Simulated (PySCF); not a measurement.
# `C(=C(C=C)F)(F)F`, C$_{4}$H$_{3}$F$_{3}$

Geometry (Å), atoms numbered from 1 in this order:
```xyz
10

C     1.7987    0.3550    0.6523
C     0.5895   -0.2182    0.6979
C    -0.5195    0.1978   -0.1312
F    -0.3142    1.2044   -0.9825
C    -1.7415   -0.3554   -0.1066
F    -2.7396    0.0254   -0.8555
F    -2.0619   -1.3508    0.6831
H     2.6065    0.0069    1.2983
H     2.0083    1.1826   -0.0292
H     0.3850   -1.0460    1.3821
```

The calculation used PySCF, quadratic response CAM-B3LYP/def2-TZVPD first hyperpolarisability, Taylor convention, gas phase. Geometry: PBE0-D3(BJ)/def2-SVP.

Task: Give the tensor of the second harmonic β(−2ω;ω,ω) at 1064 nm in the axes of these coordinates.

Result: In au, Taylor convention; rows are the first index (the induced dipole):
```tsv
	xx	yy	zz	xy	xz	yz
x	-388.1	-63.9	-82.6	-21.0	-79.8	-14.0
y	-28.3	-19.2	-16.7	-59.7	-15.4	-18.2
z	-75.2	-18.3	-60.9	-13.2	-76.2	-14.4
```
Norm of βᵢ = ⅓ Σⱼ (βᵢⱼⱼ + βⱼᵢⱼ + βⱼⱼᵢ): 553.5 au, hyper-Rayleigh value 208.2 au.
